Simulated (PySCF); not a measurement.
[Yb(H2O)]2+ at several levels of theory

Computed with PySCF 2.14.0 (density fitting, no spin-orbit coupling) at the geometry relaxed with PBE0:

```xyz
4
[Yb(H2O)]2+ (singlet)
Yb    0.0000    0.0000   -0.0386
O     0.0000    0.0000    2.2323
H     0.7681    0.0000    2.8370
H    -0.7681    0.0000    2.8370
```

```json
{"level": "PBE0", "basis": "Yb def2-SVP with ECP28, O def2-SVP, H def2-SVP", "state": "singlet", "HOMO (eV)": "-18.61", "gap (eV)": "6.34", "charge on Yb1 (e)": "1.77", "population of f-type functions on Yb1 (core shells left out)": "14.00", "dipole about the centre of mass (D)": "2.39", "largest force component (eV/Å)": "0.01"}
{"level": "revPBE", "basis": "the same", "state": "singlet", "HOMO (eV)": "-15.64", "gap (eV)": "2.42", "charge on Yb1 (e)": "1.74", "population of f-type functions on Yb1 (core shells left out)": "14.00", "dipole about the centre of mass (D)": "2.50", "largest force component (eV/Å)": "0.45"}
{"level": "PBE0", "basis": "Yb def2-TZVP with ECP28, O def2-TZVP, H def2-TZVP", "state": "singlet", "HOMO (eV)": "-18.58", "gap (eV)": "6.25", "charge on Yb1 (e)": "1.82", "population of f-type functions on Yb1 (core shells left out)": "14.01", "dipole about the centre of mass (D)": "2.36", "largest force component (eV/Å)": "0.40"}
```

Charges are Mulliken's, which hang on the basis. The relaxation used the grid (50, 194), these runs (75, 302) or, all-electron (x2c bases, spin-free X2C Hamiltonian), (99, 590).

Q: What does BLYP with Yb def2-SVP with ECP28, O def2-SVP, H def2-SVP give here?

A: state singlet, HOMO (eV) -15.57, gap (eV) 2.13, charge on Yb1 (e) 1.72, population of f-type functions on Yb1 (core shells left out) 14.00, dipole about the centre of mass (D) 2.57, largest force component (eV/Å) 0.64. Time: 21 s on 2 threads of Intel(R) Xeon(R) Processor @ 2.50GHz (Skylake/Cascade Lake) (shared host), from an already converged density.

In the first row's basis the gap widens with exact exchange: 2.1 to 2.4 eV for BLYP, revPBE (none); 6.3 eV for PBE0 (a fixed share).
